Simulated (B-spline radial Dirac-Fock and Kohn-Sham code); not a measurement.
# Mg: eigenvalues, ΔSCF and the reference

System: neutral magnesium, configuration [Ne] 3s1 3p1 (an excited configuration).

The density-functional columns are spherical, spin-unpolarised Dirac-Kohn-Sham results without Breit or QED terms: −ε is minus the orbital energy of the initial state and ΔSCF the difference of two total energies. The reference in the last column comes from multi-electron Dirac-Fock with separately optimised hole states, Breit and Lamb-shift corrections added in first order. All numbers are from an atomic code on a B-spline grid, in eV; a selection of levels is shown.

```csv
level,LDA −ε,LDA ΔSCF,Dirac-Fock
2p1/2,48.97,60.61,58.20
2p3/2,48.68,60.29,57.94
3s,5.76,8.94,8.37
3p,2.12,4.55,4.07
```

Values without a named source are computed, but for edge energies of neutral atoms, which are taken from tables.
